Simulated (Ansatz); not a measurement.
Relaxation of BF₂H₃O (7 atoms, charge 0, multiplicity 1), to a largest force component of 0.03 eV/Å in at most 50 steps.

Theory: Ansatz, RHF/def2-SVP.

```xyz
7
Properties=species:S:1:pos:R:3
B 0.044 0.490 -0.229
F -0.118 -0.392 2.134
F 1.196 -0.012 -0.621
H -0.980 -0.047 -0.497
O 0.043 1.702 0.420
H 0.907 2.079 0.506
H -0.378 0.477 2.210
```

Task: Where does it end, and by what steps?

Result: The run converged. The force dipped under the threshold on the way, but the program's further checks kept it going. After 24 steps the energy has fallen by 0.147 eV; F3 moved furthest, 1.39 Å.

```json
{"step": "0", "energy less start (eV)": "0.0000", "largest force component (eV/Å)": "1.034", "accepted": "yes"}
{"step": "1", "energy less start (eV)": "-0.0402", "largest force component (eV/Å)": "0.528", "accepted": "yes"}
{"step": "2", "energy less start (eV)": "-0.0185", "largest force component (eV/Å)": "1.976", "accepted": "no"}
{"step": "3", "energy less start (eV)": "-0.0518", "largest force component (eV/Å)": "0.893", "accepted": "yes"}
{"step": "4", "energy less start (eV)": "-0.0683", "largest force component (eV/Å)": "0.374", "accepted": "yes"}
{"step": "5", "energy less start (eV)": "-0.0809", "largest force component (eV/Å)": "0.443", "accepted": "yes"}
{"step": "6", "energy less start (eV)": "-0.0967", "largest force component (eV/Å)": "0.084", "accepted": "yes"}
{"step": "7", "energy less start (eV)": "-0.0974", "largest force component (eV/Å)": "0.078", "accepted": "yes"}
{"step": "8", "energy less start (eV)": "-0.0677", "largest force component (eV/Å)": "1.711", "accepted": "no"}
{"step": "9", "energy less start (eV)": "-0.1063", "largest force component (eV/Å)": "0.087", "accepted": "yes"}
{"step": "10", "energy less start (eV)": "-0.1077", "largest force component (eV/Å)": "0.558", "accepted": "yes"}
{"step": "11", "energy less start (eV)": "-0.1248", "largest force component (eV/Å)": "0.137", "accepted": "yes"}
{"step": "12", "energy less start (eV)": "-0.1331", "largest force component (eV/Å)": "0.079", "accepted": "yes"}
{"step": "13", "energy less start (eV)": "-0.1331", "largest force component (eV/Å)": "0.203", "accepted": "yes"}
{"step": "14", "energy less start (eV)": "-0.0492", "largest force component (eV/Å)": "2.482", "accepted": "no"}
{"step": "15", "energy less start (eV)": "-0.1411", "largest force component (eV/Å)": "0.093", "accepted": "yes"}
{"step": "16", "energy less start (eV)": "-0.1444", "largest force component (eV/Å)": "0.028", "accepted": "yes"}
{"step": "17", "energy less start (eV)": "-0.1415", "largest force component (eV/Å)": "0.438", "accepted": "no"}
{"step": "18", "energy less start (eV)": "-0.1455", "largest force component (eV/Å)": "0.111", "accepted": "yes"}
{"step": "19", "energy less start (eV)": "-0.1415", "largest force component (eV/Å)": "0.315", "accepted": "no"}
{"step": "20", "energy less start (eV)": "-0.1466", "largest force component (eV/Å)": "0.015", "accepted": "yes"}
{"step": "21", "energy less start (eV)": "-0.1470", "largest force component (eV/Å)": "0.034", "accepted": "yes"}
{"step": "22", "energy less start (eV)": "-0.1472", "largest force component (eV/Å)": "0.081", "accepted": "yes"}
{"step": "23", "energy less start (eV)": "-0.1473", "largest force component (eV/Å)": "0.034", "accepted": "yes"}
{"step": "24", "energy less start (eV)": "-0.1474", "largest force component (eV/Å)": "0.001", "accepted": "yes"}
```

```xyz
7
Properties=species:S:1:pos:R:3
B 0.175 0.454 -0.530
F -0.757 0.180 3.046
F 0.818 0.924 -1.578
H -0.598 -0.442 -0.644
O 0.408 1.005 0.676
H 1.039 1.713 0.679
H -0.371 0.463 2.275
```

Whether the end is a true minimum wasn't checked by a vibrational analysis.

Run time: 23 s on 1 thread of Arm Neoverse V1, on a shared host, peak memory 0.12 GiB.
